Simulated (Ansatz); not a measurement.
ZnF+, closed-shell singlet (lowest of 2S+1 = 1, 3 at CCSD(T)/def2-TZVPP on PBE0 minima; our sources give no spin for the ground state, which may be another), most abundant isotopes (63.9291 and 18.9984 u). Constants from fifth-degree fits in 1/R to seven points on the lowest solution found; no spin–orbit coupling, no relativity up to Kr; ω_e x_e and α_e move by some per cent with the fit.

Correlated levels freeze the inner cores; with def2 sets outer-core shells near the valence are correlated too. CBS(a, b) extrapolates the correlation energy as X⁻³ and adds the Hartree–Fock energy of set b.

Programs: Ansatz (Gaussian orbitals). Each number belongs to the level named beside it.

```
level                                r_e (Å)  ω_e (cm⁻¹)  ω_e x_e (cm⁻¹)  α_e (cm⁻¹)
-----------------------------------  -------  ----------  --------------  ----------
PBE/def2-TZVPP                        1.7301       678.1            3.61     0.00299
CCSD(T)/CBS(def2-TZVPP, def2-QZVPP)   1.6957       757.9            4.06     0.00299
```

**Question.** Derive the rotational constants, the centrifugal constant, the fundamental, the zero-point energy and the force constant.

**Answer.** 
μ = 14.64594 u.
- PBE/def2-TZVPP: B_e = 16.8576/(μ r_e²) = 0.38451 cm⁻¹; B₀ = B_e − α_e/2 = 0.38302 cm⁻¹; D = 4B_e³/ω_e² = 4.95e-07 cm⁻¹; fundamental ω_e − 2ω_e x_e = 671 cm⁻¹; zero-point energy ω_e/2 − ω_e x_e/4 = 338 cm⁻¹; k = μ(2πcω_e)² = 397 N/m; the line J = 1 ← 0 at 2B₀ = 22.97 GHz
- CCSD(T)/CBS(def2-TZVPP, def2-QZVPP): B_e = 16.8576/(μ r_e²) = 0.40029 cm⁻¹; B₀ = B_e − α_e/2 = 0.39879 cm⁻¹; D = 4B_e³/ω_e² = 4.47e-07 cm⁻¹; fundamental ω_e − 2ω_e x_e = 750 cm⁻¹; zero-point energy ω_e/2 − ω_e x_e/4 = 378 cm⁻¹; k = μ(2πcω_e)² = 496 N/m; the line J = 1 ← 0 at 2B₀ = 23.91 GHz

Ansatz is a first-principles code.
